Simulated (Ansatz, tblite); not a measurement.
Forces on the cluster Li₅Si at its PBE-D4/def2-TZVP geometry. The state is a doublet with charge 0.

The xTB rows come from tblite. The structure comes from a short search, and lower isomers may exist.

GFN1-xTB (tblite), largest force 0.40 eV/Å:

```xyz
6
positions Å, forces eV/Å
Li   -0.016    2.258   -0.714   -0.093   -0.385    0.030
Li    2.102   -0.305   -1.049   -0.390   -0.018    0.083
Li    0.281   -2.082    1.092   -0.098    0.270   -0.273
Li   -0.938   -0.609   -1.307    0.206    0.139    0.302
Li   -1.834    0.475    1.415    0.202   -0.096   -0.324
Si    0.407    0.263    0.563    0.173    0.090    0.181
```

GFN2-xTB (tblite), largest force 1.68 eV/Å:

```
Li -0.224 0.270 -0.435
Li 0.162 -0.198 -0.496
Li -0.169 -0.522 -0.106
Li -0.137 -0.089 -0.190
Li -0.555 -0.055 -0.047
Si 0.923 0.594 1.273
```

PBE-D4/def2-TZVP (Ansatz), largest force 0.00 eV/Å:

```
Li 0.001 -0.001 -0.001
Li 0.000 0.001 0.001
Li 0.000 0.000 0.000
Li 0.000 0.000 -0.001
Li 0.000 0.000 0.002
Si -0.001 -0.001 -0.001
```
